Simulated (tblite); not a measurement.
C5H12FNSi2.
Geometry (GFN2-xTB, Å), atoms numbered from 1 in this order:
```xyz
21
C5H12FNSi2 angstrom
C      2.3982    0.8535    1.1339
C      1.6705   -0.0136    0.4429
C      1.7801   -0.1458   -1.0496
C      0.7783   -0.9903    1.0931
C     -0.5364   -1.0832    0.9192
N     -1.3541   -0.1897    0.2248
Si    -2.6295   -0.9188   -0.7322
Si    -1.0261    1.5098    0.3218
F     -2.4552    2.2239    0.1128
H      3.0791    1.5353    0.6529
H      2.3359    0.9156    2.2068
H      0.7983   -0.2889   -1.4946
H      2.3826   -1.0230   -1.2905
H      2.2541    0.7293   -1.4876
H      1.2592   -1.7147    1.7367
H     -1.0739   -1.9125    1.3658
H     -3.2897   -1.9034    0.1293
H     -3.5217    0.1433   -1.1636
H     -2.0019   -1.5995   -1.8739
H     -0.2335    2.0526   -0.7693
H     -0.6229    1.8370    1.6757
```

Method: GFN2-xTB as coded in tblite; computed harmonic values from a numerical Hessian at the method's own geometry, unscaled. Against measured fundamentals such values can be off by several per cent, at times by over 20. Modes of hydrogen on silicon can be 10 to 20 % off. One conformer, not necessarily the lowest.

Harmonic wavenumbers (cm⁻¹): 40.4, 52.8, 65.5, 83.0, 111.7, 145.7, 159.2, 178.8, 217.9, 247.5, 295.1, 396.4, 409.3, 516.0, 534.0, 547.2, 584.1, 597.6, 616.4, 661.4, 727.5, 750.9, 756.2, 757.0, 766.7, 781.4, 803.9, 827.5, 873.3, 883.2, 888.1, 960.5, 1003.4, 1022.9, 1038.1, 1130.4, 1257.0, 1274.9, 1365.1, 1393.7, 1417.4, 1475.7, 1486.6, 1683.9, 1712.0, 2200.7, 2239.4, 2333.4, 2356.3, 2375.4, 2991.9, 3007.2, 3035.4, 3037.2, 3054.0, 3102.0, 3127.7.

A = 1614, B = 828.7, C = 657.4 MHz; mass 161.049 u (most abundant isotopes); point group C1, symmetry number 1.

Question: Zero-point energy?

Answer: Half the sum of the wavenumbers: 33179 cm⁻¹ = 396.91 kJ/mol.

Question: What is S at 200 K and 1 bar for an ideal gas of classical rigid rotors and harmonic oscillators?

Answer: Translation 163.93, rotation 121.72, vibration 119.78: S = 405.4 J/(mol K).

Question: And Cp and H(200 K) − H(0)?

Answer: Cp = 151.77 J/(mol K), of which vibrations give 118.51 (their classical limit is 57 R = 473.9); H(200 K) − H(0) = 19.21 kJ/mol without the zero-point energy, 12.56 from vibrations.

Question: How do the functions run with temperature in this model?

Answer: 
```json
{"T (K)": "100", "S (J/(mol K))": "320.8", "Cp (J/(mol K))": "99.6", "H − H(0) (kJ/mol)": "6.70", "G − H(0) (kJ/mol)": "-25.38", "ln q(vib)": "2.94"}
{"T (K)": "300", "S (J/(mol K))": "477.4", "Cp (J/(mol K))": "206.0", "H − H(0) (kJ/mol)": "37.14", "G − H(0) (kJ/mol)": "-106.08", "ln q(vib)": "10.55"}
{"T (K)": "500", "S (J/(mol K))": "603.6", "Cp (J/(mol K))": "289.2", "H − H(0) (kJ/mol)": "87.27", "G − H(0) (kJ/mol)": "-214.54", "ln q(vib)": "17.58"}
{"T (K)": "800", "S (J/(mol K))": "757.5", "Cp (J/(mol K))": "364.5", "H − H(0) (kJ/mol)": "186.37", "G − H(0) (kJ/mol)": "-419.62", "ln q(vib)": "27.19"}
{"T (K)": "1000", "S (J/(mol K))": "842.5", "Cp (J/(mol K))": "396.9", "H − H(0) (kJ/mol)": "262.68", "G − H(0) (kJ/mol)": "-579.82", "ln q(vib)": "32.94"}
```

q(vib) and H(0) count from the zero-point level.

Question: Blend soft modes into free rotors: weight 1/[1 + (100 cm⁻¹/ν̃)⁴] for the oscillator and the rest for a rotor with moment μB/(μ + B), μ = h/(8π²ν), B = 10⁻⁴⁴ kg m². What vibrational entropy results?

Answer: 109.04 J/(mol K) in place of 119.78, which changes −T·S at 200 K by +2.15 kJ/mol.

Question: Which modes carry the vibrational entropy at 200 K?

Answer: 40.4 cm⁻¹: 18.62; 52.8 cm⁻¹: 16.41; 65.5 cm⁻¹: 14.65; 83.0 cm⁻¹: 12.72; 111.7 cm⁻¹: 10.35; 145.7 cm⁻¹: 8.29 J/(mol K); the other 51 give 38.73 together.

Question: What must be added to the electronic energy to get the Gibbs energy at 200 K and 1 bar?

Answer: ZPE + [H(200 K) − H(0)] − T·S = 396.91 + 19.21 − 81.09 = 335.03 kJ/mol.

Hindered rotation and anharmonicity are outside this model. Other conformers, if any are populated, would add a mixing term that is left out. The structure is chiral; the term R ln 2 for an equal mix with its mirror image is left out.
